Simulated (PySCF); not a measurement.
**Two-component Hartree-Fock for Pt⁺ (platinum, charge +1)**

Start: [Xe] 4f14 5d9; 5d3/2 filled at m_j = -3/2, -1/2, +1/2, +3/2; 5d5/2 filled at m_j = -3/2, -1/2, +1/2, +3/2, +5/2. Calculated with PySCF 2.14 in x2c-SVPall-2c with one added diffuse shell each of s, d type (8s9p10d2f, 99 functions): generalised Hartree-Fock with the X2C-1e Hamiltonian and a Gaussian nucleus; one run each with spin-orbit coupling (SO) switched off, then screened by Boettger's factors.

```json
{"spinor shell": "1s1/2", "electrons": "2", "ε, spin-free (eV)": "-78834.6", "ε, screened SO (eV)": "-78806.3", "weight of nominal j (screened SO)": "1.000", "rms radius, screened SO (bohr)": "0.0194"}
{"spinor shell": "2s1/2", "electrons": "2", "ε, spin-free (eV)": "-14005.9", "ε, screened SO (eV)": "-13997.3", "weight of nominal j (screened SO)": "1.000", "rms radius, screened SO (bohr)": "0.0782"}
{"spinor shell": "2p1/2", "electrons": "2", "ε, spin-free (eV)": "-12150.2", "ε, screened SO (eV)": "-13393.8", "weight of nominal j (screened SO)": "1.000", "rms radius, screened SO (bohr)": "0.0663"}
{"spinor shell": "2p3/2", "electrons": "4", "ε, spin-free (eV)": "-12150.2", "ε, screened SO (eV)": "-11658.9", "weight of nominal j (screened SO)": "1.000", "rms radius, screened SO (bohr)": "0.0741"}
{"spinor shell": "3s1/2", "electrons": "2", "ε, spin-free (eV)": "-3363.5", "ε, screened SO (eV)": "-3360.8", "weight of nominal j (screened SO)": "1.000", "rms radius, screened SO (bohr)": "0.200"}
{"spinor shell": "3p1/2", "electrons": "2", "ε, spin-free (eV)": "-2814.3", "ε, screened SO (eV)": "-3090.7", "weight of nominal j (screened SO)": "1.000", "rms radius, screened SO (bohr)": "0.191"}
{"spinor shell": "3p3/2", "electrons": "4", "ε, spin-free (eV)": "-2814.3", "ε, screened SO (eV)": "-2703.2", "weight of nominal j (screened SO)": "1.000", "rms radius, screened SO (bohr)": "0.207"}
{"spinor shell": "3d3/2", "electrons": "4", "ε, spin-free (eV)": "-2209.3", "ε, screened SO (eV)": "-2257.1", "weight of nominal j (screened SO)": "1.000", "rms radius, screened SO (bohr)": "0.183"}
{"spinor shell": "3d5/2", "electrons": "6", "ε, spin-free (eV)": "-2209.3", "ε, screened SO (eV)": "-2175.1", "weight of nominal j (screened SO)": "1.000", "rms radius, screened SO (bohr)": "0.186"}
{"spinor shell": "4s1/2", "electrons": "2", "ε, spin-free (eV)": "-765.02", "ε, screened SO (eV)": "-764.43", "weight of nominal j (screened SO)": "1.000", "rms radius, screened SO (bohr)": "0.441"}
{"spinor shell": "4p1/2", "electrons": "2", "ε, spin-free (eV)": "-581.79", "ε, screened SO (eV)": "-648.50", "weight of nominal j (screened SO)": "1.000", "rms radius, screened SO (bohr)": "0.447"}
{"spinor shell": "4p3/2", "electrons": "4", "ε, spin-free (eV)": "-581.79", "ε, screened SO (eV)": "-555.11", "weight of nominal j (screened SO)": "1.000", "rms radius, screened SO (bohr)": "0.480"}
{"spinor shell": "4d3/2", "electrons": "4", "ε, spin-free (eV)": "-354.32", "ε, screened SO (eV)": "-364.62", "weight of nominal j (screened SO)": "1.000", "rms radius, screened SO (bohr)": "0.497"}
{"spinor shell": "4d5/2", "electrons": "6", "ε, spin-free (eV)": "-354.32", "ε, screened SO (eV)": "-347.03", "weight of nominal j (screened SO)": "1.000", "rms radius, screened SO (bohr)": "0.507"}
{"spinor shell": "5s1/2", "electrons": "2", "ε, spin-free (eV)": "-128.34", "ε, screened SO (eV)": "-128.49", "weight of nominal j (screened SO)": "1.000", "rms radius, screened SO (bohr)": "1.03"}
{"spinor shell": "4f5/2", "electrons": "6", "ε, spin-free (eV)": "-99.474", "ε, screened SO (eV)": "-101.37", "weight of nominal j (screened SO)": "0.999", "rms radius, screened SO (bohr)": "0.564"}
{"spinor shell": "4f7/2", "electrons": "8", "ε, spin-free (eV)": "-99.474", "ε, screened SO (eV)": "-97.872", "weight of nominal j (screened SO)": "0.999", "rms radius, screened SO (bohr)": "0.566"}
{"spinor shell": "5p1/2", "electrons": "2", "ε, spin-free (eV)": "-78.021", "ε, screened SO (eV)": "-89.358", "weight of nominal j (screened SO)": "0.999", "rms radius, screened SO (bohr)": "1.16"}
{"spinor shell": "5p3/2", "electrons": "4", "ε, spin-free (eV)": "-78.021", "ε, screened SO (eV)": "-73.559", "weight of nominal j (screened SO)": "0.999", "rms radius, screened SO (bohr)": "1.20"}
{"spinor shell": "5d3/2", "electrons": "4", "ε, spin-free (eV)": "-19.762", "ε, screened SO (eV)": "-21.097", "weight of nominal j (screened SO)": "0.968", "rms radius, screened SO (bohr)": "1.72"}
{"spinor shell": "5d5/2", "electrons": "5", "ε, spin-free (eV)": "-19.762", "ε, screened SO (eV)": "-19.135", "weight of nominal j (screened SO)": "0.945", "rms radius, screened SO (bohr)": "1.84"}
```

```csv
quantity,spin-free,screened SO
E (hartree),-18398.44118,-18425.19444
M_J,5/2,5/2
⟨J²⟩,9.345,10.492
⟨L²⟩,6.458,7.022
⟨S²⟩,0.887,1.197
```

The determinant has a definite M_J but mixes levels of different J.

Each row is a mean over spinors that exchange with the open shell spreads, by up to 4.227 eV (5p3/2).

Breit and QED terms are absent; they matter most for the inner s and p1/2 levels.

Densities and radii are taken from the X2C orbitals without a picture-change correction, which distorts them close to the nucleus.

Without spin-orbit coupling the j labels of p, d and f shells carry no meaning; the spin-free column gives the mean over the occupied spinors of each nl shell, and its ⟨J²⟩ belongs to a mixture of degenerate components.
